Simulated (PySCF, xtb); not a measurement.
Mo(NH)(F)2(OH)2 (F2H3MoNO2), SMILES [NH]=[Mo]([OH])([OH])([F])[F], multiplicity 1.

GFN2-xTB (xtb) at its own geometry gives an orbital gap of 3.81 eV and a dipole moment of 1.68 D.

The structure is a stationary point at B3LYP-D3(BJ)/def2-SVP. The multiplicity is an assumed one; no other spin state was optimised. The structure was generated by enumeration; whether it is a known compound was not checked. The def2 effective core potentials stand for the cores of Mo; spin–orbit coupling is left out. Other conformers were not sampled.

Task: What does PBE/def2-TZVP in PySCF give? (The exact figures need the calculation; the answer reports its results.)

Result: gap 3.36 eV (levels -7.56 and -4.20 eV), dipole 2.95 D.
